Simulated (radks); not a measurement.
Task: All-electron atom: the lead ion Pb5+ in [Xe] 4f14 5d9. All-electron calculation, Dirac Kohn-Sham, BLYP, spin-unpolarised, spherical densities, finite nucleus; open shells fill j = l - 1/2 first; Fermi nuclear charge, rms radius 5.5012 fm. Program: a radial shooting solver on a logarithmic mesh with Libxc functionals. Some entries of the table are withheld. Estimate them.

| orbital | occ. | eigenvalue (hartree) | r(max) (bohr) |
|---|---|---|---|
| 1s1/2 | 2 | -3233.425 | 0.009845 |
| 2s1/2 | 2 | (1) | (2) |
| 2p1/2 | 2 | -557.0715 | 0.04198 |
| 2p3/2 | 4 | -476.5939 | 0.04969 |
| 3s1/2 | 2 | -140.8085 | 0.1615 |
| 3p1/2 | 2 | -130.5338 | 0.1504 |
| 3p3/2 | 4 | -112.5787 | 0.1660 |
| 3d3/2 | 4 | -95.58426 | (3) |
| 3d5/2 | 6 | -91.76245 | (4) |
| 4s1/2 | 2 | -33.56468 | 0.3628 |
| 4p1/2 | 2 | (5) | 0.3603 |
| 4p3/2 | 4 | (6) | 0.3919 |
| 4d3/2 | 4 | -17.42172 | 0.3831 |
| 4d5/2 | 6 | -16.60078 | 0.3927 |
| 5s1/2 | 2 | -7.44712 | 0.7889 |
| 4f5/2 | 6 | -7.16501 | 0.3474 |
| 4f7/2 | 8 | -6.97980 | 0.3519 |
| 5p1/2 | 2 | -5.91528 | 0.8263 |
| 5p3/2 | 4 | -5.07786 | 0.9023 |
| 5d3/2 | 4 | -2.92092 | 1.040 |
| 5d5/2 | 5 | -2.81478 | 1.069 |

Result: 
(1) 2s1/2 eigenvalue (hartree): -579.6996
(2) 2s1/2 r(max) (bohr): 0.05739
(3) 3d3/2 r(max) (bohr): 0.1289
(4) 3d5/2 r(max) (bohr): 0.1331
(5) 4p1/2 eigenvalue (hartree): -29.10667
(6) 4p3/2 eigenvalue (hartree): -24.70930
